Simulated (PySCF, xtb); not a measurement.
C2H4N2OSi, SMILES O[SiH]1N=CC=N1. Other conformers were not sampled.

Harmonic wavenumbers (cm⁻¹) from GFN2-xTB (xtb) at its own minimum, in rising order: 140, 161, 269, 379, 419, 510, 543, 631, 656, 762, 800, 841, 879, 918, 922, 956, 1207, 1231, 1630, 1667, 2468, 3026, 3034, 3644.

Problem. What does PBE-D3(BJ)/def2-SVP in PySCF 2.14.0 give at its own minimum? (The exact figures need the calculation; the answer reports its results.)

Solution. 144, 169, 289, 405, 458, 507, 617, 688, 714, 741, 829, 846, 868, 882, 928, 981, 1265, 1284, 1578, 1643, 2240, 2981, 2996, 3768. Paired by order, the mean absolute difference is 44 cm⁻¹ and the zero-point energies are 39.6 and 39.8 kcal/mol.
